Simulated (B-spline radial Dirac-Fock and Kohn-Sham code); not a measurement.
# K-line shifts caused by a second vacancy in Xe⁸⁺

System: the Xe⁸⁺ ion, configuration [Kr] 4d10.

The computed values come from a radial atomic solver: Dirac-Fock (average of configuration) total-energy differences with a finite nucleus, the Breit interaction including its frequency dependence, and self-energy and vacuum-polarisation corrections. Each two-hole energy is an average over J within one jj subconfiguration, not an observable level; in light atoms, where LS coupling holds, the j-resolved values are not observed lines, and for a K spectator the Kα1 hypersatellite is nearly forbidden. No correlation.

Lines without a spectator: Kα2 (K-L2) 29457.7 eV, Kα1 (K-L3) 29778.2 eV, Kβ3 (K-M2) 33561.6 eV, Kβ1 (K-M3) 33623.9 eV. Shifts in eV with one spectator hole (a dash: not computed, or left out as unreliable):

```tsv
spectator hole	Kα2	Kα1	Kβ3	Kβ1
K (1s)	+635.4	+659.4	+813.2	+818.5
L2 (2p1/2)	+72.0	+91.7	–	+191.2
L3 (2p3/2)	+67.7	+68.8	+165.3	–
M2 (3p1/2)	–	+11.44	+25.26	+30.4
M3 (3p3/2)	+8.06	–	+25.19	+24.73
M4 (3d3/2)	+1.86	-1.05	–	–
M5 (3d5/2)	-1.70	+0.56	–	–
```

With n spectator holes in 2p, averaged over the 2p shell (energies in eV):

```
n     KαLⁿ   step  hypersatellite KαʰLⁿ
0  29671.4      –               30322.7
1  29746.2  +74.9               30399.1
2  29822.4  +76.2               30476.9
3  29900.0  +77.5               30556.0
4  29978.9  +78.9               30636.5
5  30059.1  +80.2               30718.3
```
